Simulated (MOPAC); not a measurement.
Job for MOPAC: PM3 on CH4O2S (a complex).

```
PM3 1SCF PRECISE CHARGE=0 THREADS=1
CH4O2S

C     -0.00756715 1     0.05997987 1    -0.05705564 1
H     -0.09634303 1     1.05433247 1     0.37836588 1
H     -0.78962454 1    -0.58605539 1     0.33942521 1
H     -0.11048423 1     0.12919195 1    -1.13877248 1
H      0.97087872 1    -0.35944156 1     0.17915124 1
O      0.16509711 1     1.20924521 1     3.47304584 1
S      0.40659848 1    -0.20337849 1     3.35081768 1
O     -0.71235781 1    -1.10561971 1     3.40262023 1
```

The log:

```
*******************************************************************************
 **                                                                           **
 **                              MOPAC v23.2.5                                **
 **                                                                           **
 *******************************************************************************
 ** MOPAC's Digital Object Identifier: https://doi.org/10.5281/zenodo.6511958 **
 **                                                                           **
 ** Please cite the open-source release paper for use of this MOPAC version:  **
 ** J. E. Moussa and J. J. P. Stewart (2026)                                  **
 ** MOPAC: An open-source semiempirical molecular orbital program             **
 ** J. Open Source Softw., 11(119), 8025, https://doi.org/10.21105/joss.08025 **
 *******************************************************************************

                              PM3 CALCULATION RESULTS

 *******************************************************************************
 *  PM3        - The PM3 Hamiltonian to be used
 *
 *
 *
 *                 CHARGE ON SYSTEM = 0
 *
 *
 *
 *  PRECISE    - TIGHTER CRITERIA TO BE USED
 *  1SCF       - DO 1 SCF AND THEN STOP
 *  THREADS=1  - MULTI-THREADING NOT USED
 *  T=         - A TIME OF 172800.0 SECONDS REQUESTED
 *  DUMP=N     - RESTART FILE WRITTEN EVERY 7200.0 SECONDS REQUESTED
 *******************************************************************************
PM3 1SCF PRECISE CHARGE=0 THREADS=1
 CH4O2S

   ATOM   CHEMICAL          X               Y               Z
  NUMBER   SYMBOL      (ANGSTROMS)     (ANGSTROMS)     (ANGSTROMS)

     1       C         -0.00756715  *   0.05997987  *  -0.05705564  *
     2       H         -0.09634303  *   1.05433247  *   0.37836588  *
     3       H         -0.78962454  *  -0.58605539  *   0.33942521  *
     4       H         -0.11048423  *   0.12919195  *  -1.13877248  *
     5       H          0.97087872  *  -0.35944156  *   0.17915124  *
     6       O          0.16509711  *   1.20924521  *   3.47304584  *
     7       S          0.40659848  *  -0.20337849  *   3.35081768  *
     8       O         -0.71235781  *  -1.10561971  *   3.40262023  *



          CARTESIAN COORDINATES

    NO.       ATOM           X           Y           Z

     1         C         -0.0076      0.0600     -0.0571
     2         H         -0.0963      1.0543      0.3784
     3         H         -0.7896     -0.5861      0.3394
     4         H         -0.1105      0.1292     -1.1388
     5         H          0.9709     -0.3594      0.1792
     6         O          0.1651      1.2092      3.4730
     7         S          0.4066     -0.2034      3.3508
     8         O         -0.7124     -1.1056      3.4026

  H: (PM3): J. J. P. STEWART, J. COMP. CHEM. 10, 209 (1989).
  C: (PM3): J. J. P. STEWART, J. COMP. CHEM. 10, 209 (1989).
  O: (PM3): J. J. P. STEWART, J. COMP. CHEM. 10, 209 (1989).
  S: (PM3): J. J. P. STEWART, J. COMP. CHEM. 10, 209 (1989).

           Empirical Formula: C H4 O2 S  =     8 atoms



      MOLECULAR POINT GROUP   :   Cs


      RHF CALCULATION, NO. OF DOUBLY OCCUPIED LEVELS = 13


 -------------------------------------------------------------------------------
 PM3 1SCF PRECISE CHARGE=0 THREADS=1
 CH4O2S



     1SCF WAS SPECIFIED, SO BFGS WAS NOT USED
     SCF FIELD WAS ACHIEVED


                              PM3 CALCULATION
                                                       MOPAC v23.2.5 Linux




          FINAL HEAT OF FORMATION =        -58.67006 KCAL/MOL =    -245.47553 KJ/MOL


          COSMO AREA              =        115.05 SQUARE ANGSTROMS
          COSMO VOLUME            =         98.52 CUBIC ANGSTROMS

          IONIZATION POTENTIAL    =         10.114300 EV
          HOMO LUMO ENERGIES (EV) =        -10.114 -1.543
          NO. OF FILLED LEVELS    =         13
          MOLECULAR WEIGHT        =         80.1014         POINT GROUP:  Cs

          MOLECULAR DIMENSIONS (Angstroms)

            Atom       Atom       Distance
            O     6    H     4     4.74461
            O     8    H     2     2.89353
            H     3    H     5     1.63478


          SCF CALCULATIONS        =          1





   ATOM   CHEMICAL          X               Y               Z
  NUMBER   SYMBOL      (ANGSTROMS)     (ANGSTROMS)     (ANGSTROMS)

     1       C         -0.00756715  *   0.05997987  *  -0.05705564  *
     2       H         -0.09634303  *   1.05433247  *   0.37836588  *
     3       H         -0.78962454  *  -0.58605539  *   0.33942521  *
     4       H         -0.11048423  *   0.12919195  *  -1.13877248  *
     5       H          0.97087872  *  -0.35944156  *   0.17915124  *
     6       O          0.16509711  *   1.20924521  *   3.47304584  *
     7       S          0.40659848  *  -0.20337849  *   3.35081768  *
     8       O         -0.71235781  *  -1.10561971  *   3.40262023  *

                             CARTESIAN COORDINATES

   1    C       -0.007567150     0.059979870    -0.057055640
   2    H       -0.096343030     1.054332470     0.378365880
   3    H       -0.789624540    -0.586055390     0.339425210
   4    H       -0.110484230     0.129191950    -1.138772480
   5    H        0.970878720    -0.359441560     0.179151240
   6    O        0.165097110     1.209245210     3.473045840
   7    S        0.406598480    -0.203378490     3.350817680
   8    O       -0.712357810    -1.105619710     3.402620230


           Empirical Formula: C H4 O2 S  =     8 atoms



      MOLECULAR POINT GROUP   :   Cs


                  EIGENVALUES
 -38.05204 -36.76055 -30.17658 -21.20077 -16.72047 -16.59334 -15.96614 -13.97585
 -13.92849 -13.84269 -12.64820 -12.08340 -10.11430  -1.54272   1.22601   2.53783
   3.90960   4.24888   4.31515   4.31632


              NET ATOMIC CHARGES AND DIPOLE CONTRIBUTIONS

  ATOM NO.   TYPE          CHARGE      No. of ELECS.   s-Pop       p-Pop
    1          C          -0.127383        4.1274     1.11503     3.01236
    2          H           0.035269        0.9647     0.96473
    3          H           0.035367        0.9646     0.96463
    4          H           0.035959        0.9640     0.96404
    5          H           0.022466        0.9775     0.97753
    6          O          -0.646037        6.6460     1.87584     4.77020
    7          S           1.290389        4.7096     1.77421     2.93540
    8          O          -0.646031        6.6460     1.87584     4.77019
 DIPOLE           X         Y         Z       TOTAL
 POINT-CHG.     4.158    -1.556    -0.588     4.479
 HYBRID        -1.749     0.656     0.197     1.878
 SUM            2.409    -0.900    -0.391     2.601


          ATOMIC ORBITAL ELECTRON POPULATIONS

     Atom    s        px        py        pz
    1  C   1.11503   0.99495   1.00329   1.01411
    2  H   0.96473
    3  H   0.96463
    4  H   0.96404
    5  H   0.97753
    6  O   1.87584   1.90812   1.31624   1.54584
    7  S   1.77421   1.16118   0.85514   0.91908
    8  O   1.87584   1.64730   1.57438   1.54851

 **********************
 *                    *
 * JOB ENDED NORMALLY *
 *                    *
 **********************




 == MOPAC DONE ==
```

The run finished.

Cost: about 0.020 core-seconds (a rough figure).
